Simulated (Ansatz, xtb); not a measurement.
## Relative energy of two isomers of C6H5NO3

Structure a is `C=C[C@@]1(C#N)COC(=O)O1`, a singlet and structure b is `C=C[C@@H]1OC(=O)O[C@@H]1C#N`, a singlet. Both are isolated molecules in the gas phase, relaxed with PBE-D3(BJ)/def2-SVP; each stands in its lowest conformer found.

a (Å):

```xyz
15

C    -1.6764   -0.8797    1.0229
C    -0.3721   -0.9828    1.3130
C     0.5224    0.2117    1.5994
C     1.1200    0.0895    2.9400
C     1.6225    0.4143    0.5031
C     0.0354    2.0470    0.2984
N     1.6106   -0.0440    3.9944
O     1.0428    1.3917   -0.3494
O    -0.5583    2.9970   -0.1158
O    -0.2103    1.4428    1.5147
H    -2.1807    0.0985    1.0020
H    -2.2757   -1.7757    0.8031
H     0.1385   -1.9598    1.3580
H     1.8192   -0.5115   -0.0695
H     2.5678    0.8007    0.9381
```

b (Å):

```xyz
15

C    -0.1119   -1.7814    2.6138
C     0.5632   -0.7032    2.1874
C     0.0897    0.2117    1.0898
C    -0.9921   -0.8952   -0.6072
C     0.9779    0.1897   -0.2040
C     2.3765   -0.1811    0.0135
N     3.5025   -0.4445    0.1923
O    -1.1723   -0.1949    0.5569
O    -1.8380   -1.5113   -1.1828
O     0.3099   -0.7649   -1.0321
H    -1.0843   -2.0572    2.1774
H     0.2876   -2.4144    3.4197
H     1.5307   -0.4241    2.6389
H    -0.0093    1.2532    1.4611
H     0.9531    1.1824   -0.7083
```

Question: Estimate which is lower in electronic energy at CCSD(T)/def2-SVP + ΔMP2/def2-TZVPP, and by roughly how much.

Answer: CCSD(T)/def2-SVP + ΔMP2/def2-TZVPP gives E(b) − E(a) = +0.19 kcal/mol, slightly favouring structure a, which is too small a margin to settle the true order.

Level by level:

```csv
level,geometry,E(b) − E(a) (kcal/mol),departure from the last row (kcal/mol),"job, with rough time for the two"
PBE-D3(BJ)/def2-SVP,PBE-D3(BJ)/def2-SVP,−0.31,−0.50,"optimisation, 2.2 min"
HF/def2-SVP,PBE-D3(BJ)/def2-SVP,+0.23,+0.04,part of the CCSD(T) run
MP2/def2-SVP,PBE-D3(BJ)/def2-SVP,+1.06,+0.87,part of the CCSD(T) run
CCSD(T)/def2-SVP,PBE-D3(BJ)/def2-SVP,+0.89,+0.70,single point
CCSD(T)/def2-SVP + ΔMP2/def2-TZVPP,PBE-D3(BJ)/def2-SVP,+0.19,,"single point, 8.3 min"
```

As drawn, both hold the same kinds of bond in the same numbers.

The largest departure from CCSD(T)/def2-SVP + ΔMP2/def2-TZVPP is that of MP2/def2-SVP, 0.87 kcal/mol. No reliable frequencies are at hand for b, so it isn't confirmed as a minimum. Levels run at GFN2-xTB geometries aren't shown. The last row adds to CCSD(T) the change of the MP2 difference between the two basis sets, here −0.70 kcal/mol.

The correlated steps freeze 10 core orbitals. Run with Ansatz 0.2.0, xtb 6.7.1; the last row on 2 threads of Arm Neoverse V1 on a shared host.
